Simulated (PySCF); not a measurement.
## Computed spin Hamiltonian

C2H2F5Si (doublet state).
Structure used (PBE0-D3(BJ)/def2-SVP), in Å, numbered top down from 1:
```xyz
10
C2H2F5Si angstrom
F     -1.2028    1.3970   -0.0843
C     -1.1086    0.1424    0.3482
F     -0.8126    0.1642    1.6452
F     -2.2812   -0.4522    0.1894
C     -0.0052   -0.5910   -0.4270
F      0.0091   -1.8665    0.0277
F     -0.3911   -0.6104   -1.7249
Si     1.7800    0.1646   -0.2845
H      1.7892    1.5452   -0.8462
H      2.2324    0.1113    1.1347
```

The hyperfine couplings belong to this conformer and change with its torsions.

Identity: `FC(F)(F)C(F)(F)[SiH2]` [radical].

Level of theory: UKS B3LYP, IGLO-III on C F Si, pcH-1 on H, non-relativistic, mean-field spin-orbit, GIAO in PySCF 2.14.0. The structure is a single PBE0-D3(BJ)/def2-SVP conformer in the gas phase; no vibrational or solvent corrections. Stability of the SCF solution: not tested.

| Item | Value |
| --- | --- |
| g1, g2, g3 | 2.00207, 2.00285, 2.00430 |
| g_iso | 2.00307 |
| Form of g | rhombic: the two nearest values differ by 35 % of g3 − g1 |
| ⟨S²⟩ | 0.7516 (exact 0.7500) |
| HOMO–LUMO gap, α and β orbitals | 6.72, 5.56 eV |
| Total energy | -866.35025 Eh |
| Basis functions | 309 |

Hyperfine couplings atom by atom, in MHz; T1 to T3 are the principal values of the dipolar part:

| atom | isotope | a_iso | of which spin–orbit | T1 | T2 | T3 | Mulliken spin population |
| --- | --- | --- | --- | --- | --- | --- | --- |
| F1 | 19F | 10.9 | 0.0 | -6.6 | -4.4 | 11.0 | 0.00 |
| C2 | 13C | 18.5 | 0.0 | -2.0 | -1.5 | 3.4 | 0.01 |
| F3 | 19F | 11.2 | 0.0 | -6.6 | -4.5 | 11.1 | 0.00 |
| F4 | 19F | 15.8 | 0.1 | -12.8 | -12.7 | 25.5 | 0.00 |
| C5 | 13C | 1.8 | 0.0 | -3.4 | -3.4 | 6.8 | 0.00 |
| F6 | 19F | 14.4 | 0.0 | -5.2 | -1.5 | 6.7 | 0.00 |
| F7 | 19F | 14.5 | 0.0 | -5.3 | -1.5 | 6.7 | 0.00 |
| Si8 | 29Si | -561.9 | 1.3 | -174.5 | 86.9 | 87.6 | 0.95 |
| H9 | 1H | 50.9 | 0.0 | -9.5 | 0.8 | 8.7 | 0.02 |
| H10 | 1H | 50.6 | 0.0 | -9.5 | 0.8 | 8.7 | 0.02 |

The largest Mulliken spin population is on Si8 (+0.95). The angles at Si8 add up to 332.3°, so it is pyramidal.

Axes: g3 points within 10° of the C5–Si8 bond.

Under fast tumbling the dipolar parts average out, and these isotropic splittings remain: 2 × 1H (H9/H10, I = 1/2, 3 lines) with 1.81 mT, 2 × 19F (F6/F7, I = 1/2, 3 lines) with 0.51 mT and 3 × 19F (F1/F3/F4, I = 1/2, 4 lines) with 0.45 mT.

Means are taken over nuclei equivalent by connectivity, which assumes that they swap fast.

The 13C coupling of C2 (18.5 MHz) shows only in satellite lines or after enrichment, since that isotope makes up about 1.07 % of natural carbon.

The 29Si coupling of Si8 (-561.9 MHz) shows only in satellite lines or after enrichment, since that isotope makes up about 4.7 % of natural silicon.

The run took 2.4 min wall (with the writing of density and orbital grids) on an Arm Neoverse N1 with one thread (shared host).
